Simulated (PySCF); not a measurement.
Isomers of C8H11NS.

All values: PBE0/pcSseg-1 (PySCF) at GFN2-xTB geometries, gas phase, one conformer each.

Question: Rank by the highest IAO charge on any atom, highest value first.
A. `[cH:1]1[cH:2][c:3]([N:4]2[CH2:5][CH2:6][CH2:7][CH2:8]2)[cH:9][s:10]1` with C2–C3–N4–C5 26°, C3–N4–C5–C6 149°, N4–C5–C6–C7 26°, C5–C6–C7–C8 -38°, C6–C7–C8–N4 36°
B. `[CH3:1][S:2][c:3]1[cH:4][cH:5][cH:6][c:7]([CH2:8][NH2:9])[cH:10]1` with C1–S2–C3–C4 -3°, C6–C7–C8–N9 -90°, C7–C8–N9–H -60° and 58°
C. `[CH3:1][CH2:2][c:3]1[cH:4][cH:5][c:6]([S:7][CH3:8])[n:9][cH:10]1` with C1–C2–C3–C4 87°, C5–C6–S7–C8 180°
D. `[CH3:1][CH2:2][NH:3][C:4](=[S:5])[C:6]#[C:7][CH:8]1[CH2:9][CH2:10]1` with C1–C2–N3–C4 -82°, C2–N3–C4–S5 174°

Answer: A (+0.327 e), D (+0.285 e), B (+0.242 e), C (+0.169 e).

Question: Rank by the lowest Hirshfeld charge on any atom, lowest value first.
A. `[CH3:1][S:2][c:3]1[cH:4][cH:5][cH:6][c:7]([CH2:8][NH2:9])[cH:10]1` with C1–S2–C3–C4 -3°, C6–C7–C8–N9 -90°, C7–C8–N9–H -60° and 58°
B. `[CH:1]#[C:2]/[CH:3]=[CH:4]\[C:5](=[S:6])[CH2:7][CH2:8][NH:9][CH3:10]` with C3–C4–C5–S6 9°, C4–C5–C7–C8 -82°, C5–C7–C8–N9 -174°, C7–C8–N9–C10 -65°
C. `[CH3:1][CH2:2][c:3]1[cH:4][cH:5][c:6]([S:7][CH3:8])[n:9][cH:10]1` with C1–C2–C3–C4 87°, C5–C6–S7–C8 180°
D. `[cH:1]1[cH:2][c:3]([N:4]2[CH2:5][CH2:6][CH2:7][CH2:8]2)[cH:9][s:10]1` with C2–C3–N4–C5 26°, C3–N4–C5–C6 149°, N4–C5–C6–C7 26°, C5–C6–C7–C8 -38°, C6–C7–C8–N4 36°
E. `[CH3:1][CH2:2][NH:3][C:4](=[S:5])[C:6]#[C:7][CH:8]1[CH2:9][CH2:10]1` with C1–C2–N3–C4 -82°, C2–N3–C4–S5 174°

Answer: E (-0.255 e), A (-0.243 e), B (-0.161 e), C (-0.150 e), D (-0.133 e).

Question: Rank by LUMO energy, highest first.
A. `[cH:1]1[cH:2][c:3]([N:4]2[CH2:5][CH2:6][CH2:7][CH2:8]2)[cH:9][s:10]1` with C2–C3–N4–C5 26°, C3–N4–C5–C6 149°, N4–C5–C6–C7 26°, C5–C6–C7–C8 -38°, C6–C7–C8–N4 36°
B. `[CH3:1][CH2:2][NH:3][C:4](=[S:5])[C:6]#[C:7][CH:8]1[CH2:9][CH2:10]1` with C1–C2–N3–C4 -82°, C2–N3–C4–S5 174°
C. `[CH:1]#[C:2]/[CH:3]=[CH:4]\[C:5](=[S:6])[CH2:7][CH2:8][NH:9][CH3:10]` with C3–C4–C5–S6 9°, C4–C5–C7–C8 -82°, C5–C7–C8–N9 -174°, C7–C8–N9–C10 -65°
D. `[CH3:1][CH2:2][c:3]1[cH:4][cH:5][c:6]([S:7][CH3:8])[n:9][cH:10]1` with C1–C2–C3–C4 87°, C5–C6–S7–C8 180°
E. `[CH3:1][S:2][c:3]1[cH:4][cH:5][cH:6][c:7]([CH2:8][NH2:9])[cH:10]1` with C1–S2–C3–C4 -3°, C6–C7–C8–N9 -90°, C7–C8–N9–H -60° and 58°

Answer: A (0.01 eV), E (-0.35 eV), D (-0.71 eV), B (-1.51 eV), C (-2.81 eV).

All values together:

```
           SMILES  μ (D)  HOMO (eV)  LUMO (eV)  lowest IAO charge (e)  highest IAO charge (e)  lowest Hirshfeld charge (e)  highest Hirshfeld charge (e)
 CCNC(=S)C#CC1CC1   5.63      -5.87      -1.51             -0.429 (C)              +0.285 (H)                   -0.255 (S)                    +0.133 (H)
   CSc1cccc(CN)c1   2.50      -6.12      -0.35             -0.565 (N)              +0.242 (H)                   -0.243 (N)                    +0.105 (H)
 c1cc(N2CCCC2)cs1   2.44      -5.32       0.01             -0.416 (C)              +0.327 (S)                   -0.133 (C)                    +0.076 (S)
C#C/C=C\C(=S)CCNC   2.39      -5.90      -2.81             -0.396 (N)              +0.241 (H)                   -0.161 (N)                    +0.113 (H)
   CCc1ccc(SC)nc1   1.84      -6.11      -0.71             -0.496 (C)              +0.169 (H)                   -0.150 (N)                    +0.056 (H)
```

Conformers: `[CH3:1][CH2:2][NH:3][C:4](=[S:5])[C:6]#[C:7][CH:8]1[CH2:9][CH2:10]1` with C1–C2–N3–C4 -82°, C2–N3–C4–S5 174°; `[CH3:1][S:2][c:3]1[cH:4][cH:5][cH:6][c:7]([CH2:8][NH2:9])[cH:10]1` with C1–S2–C3–C4 -3°, C6–C7–C8–N9 -90°, C7–C8–N9–H -60° and 58°; `[cH:1]1[cH:2][c:3]([N:4]2[CH2:5][CH2:6][CH2:7][CH2:8]2)[cH:9][s:10]1` with C2–C3–N4–C5 26°, C3–N4–C5–C6 149°, N4–C5–C6–C7 26°, C5–C6–C7–C8 -38°, C6–C7–C8–N4 36°; `[CH:1]#[C:2]/[CH:3]=[CH:4]\[C:5](=[S:6])[CH2:7][CH2:8][NH:9][CH3:10]` with C3–C4–C5–S6 9°, C4–C5–C7–C8 -82°, C5–C7–C8–N9 -174°, C7–C8–N9–C10 -65°; `[CH3:1][CH2:2][c:3]1[cH:4][cH:5][c:6]([S:7][CH3:8])[n:9][cH:10]1` with C1–C2–C3–C4 87°, C5–C6–S7–C8 180°.
